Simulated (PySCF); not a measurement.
CH5GaO2, SMILES [O](C)[GaH][OH].

Geometry: PBE-D3(BJ)/def2-SVP. The values are those of a single conformer.

Computed with PBE-D3(BJ)/def2-SVP run with PySCF.

Frequencies are harmonic and unscaled.

Question: Give all harmonic wavenumbers and intensities. (The exact figures need the calculation; the answer reports its results.)

Answer: 
```tsv
mode	ν (cm⁻¹)	IR (km/mol)	Raman (Å⁴/amu)	depolarisation	moving atoms (share of kinetic energy)
1	70	0.0	0.1	0.75	H 94 %
2	127	6.4	1.4	0.69	O 46 %, C 28 %, H 21 %
3	138	23.2	0.6	0.75	O 62 %, H 20 %, C 11 %
4	271	9.0	1.9	0.17	O 44 %, Ga 22 %, C 18 %, H 16 %
5	331	66.4	1.2	0.75	H 93 %
6	440	51.4	2.2	0.75	H 90 %
7	565	99.6	11.5	0.74	H 94 %
8	606	39.5	16.9	0.12	O 61 %, Ga 18 %, C 12 %, H 9 %
9	673	65.8	7.8	0.27	O 77 %, Ga 20 %
10	792	77.2	1.9	0.75	H 91 %
11	1095	189.3	8.1	0.54	O 47 %, C 41 %, H 12 %
12	1135	0.0	1.2	0.75	H 77 %, C 19 %
13	1160	13.4	3.6	0.14	H 65 %, C 21 %, O 14 %
14	1420	22.4	11.1	0.60	H 88 %, C 10 %
15	1420	0.9	20.2	0.75	H 96 %
16	1423	3.9	30.3	0.72	H 97 %
17	1978	94.3	167.0	0.20	H 99 %
18	2915	102.6	188.7	0.02	H 98 %
19	2991	41.0	151.6	0.75	H 90 %, C 10 %
20	3001	28.4	75.0	0.63	H 90 %, C 10 %
21	3743	52.0	125.7	0.27	H 94 %
```
